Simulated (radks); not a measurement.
Results of a calculation; reference values are marked as such.
The nuclear charge of the lead ion Pb+ is varied continuously with 81 electrons held in [Hg] 6p1. Code: a radial shooting solver on a logarithmic mesh with Libxc functionals. Model: scalar-relativistic Kohn-Sham, PBE, spin-unpolarised, spherical densities, point nucleus. By the Hellmann-Feynman theorem dE/dZ = E(electron-nucleus)/Z, the electronic potential at the nucleus. The scalar-relativistic energy here is not variational (the density holds large components alone), so the two differ by a part that grows with Z.

| Z | E (hartree) | E(electron-nucleus)/Z (hartree) | HOMO | e(HOMO) (eV) | <r> HOMO (bohr) |
|---|---|---|---|---|---|
| 81 | -20245.9458 | -623.462 | 6p | -2.370 | 3.856 |
| 81.1 | -20308.9563 | -624.678 | 6p | -3.009 | 3.719 |
| 81.2 | -20372.0915 | -625.895 | 6p | -3.677 | 3.602 |
| 81.3 | -20435.3513 | -627.112 | 6p | -4.371 | 3.500 |
| 81.4 | -20498.7358 | -628.329 | 6p | -5.091 | 3.410 |
| 81.5 | -20562.2451 | -629.547 | 6p | -5.834 | 3.328 |
| 81.6 | -20625.8793 | -630.766 | 6p | -6.598 | 3.255 |
| 81.7 | -20689.6384 | -631.985 | 6p | -7.384 | 3.188 |
| 81.8 | -20753.5226 | -633.205 | 6p | -8.189 | 3.126 |
| 81.9 | -20817.5318 | -634.426 | 6p | -9.014 | 3.069 |
| 82 | -20881.6663 | -635.648 | 6p | -9.857 | 3.015 |
| 82.1 | -20945.9261 | -636.870 | 6p | -10.717 | 2.965 |
| 82.2 | -21010.3113 | -638.094 | 6p | -11.595 | 2.919 |
| 82.3 | -21074.8220 | -639.318 | 6p | -12.490 | 2.875 |
| 82.4 | -21139.4583 | -640.543 | 6p | -13.401 | 2.833 |
| 82.5 | -21204.2204 | -641.769 | 6p | -14.329 | 2.793 |
| 82.6 | -21269.1083 | -642.996 | 6p | -15.272 | 2.756 |
| 82.7 | -21334.1221 | -644.224 | 6p | -16.230 | 2.720 |
| 82.8 | -21399.2619 | -645.453 | 6p | -17.204 | 2.686 |
| 82.9 | -21464.5279 | -646.684 | 6p | -18.192 | 2.653 |
| 83 | -21529.9202 | -647.915 | 6p | -19.195 | 2.622 |

The central difference of E at Z = 82 is -641.971 hartree, to compare with the third column; the second derivative is -12.5 hartree.
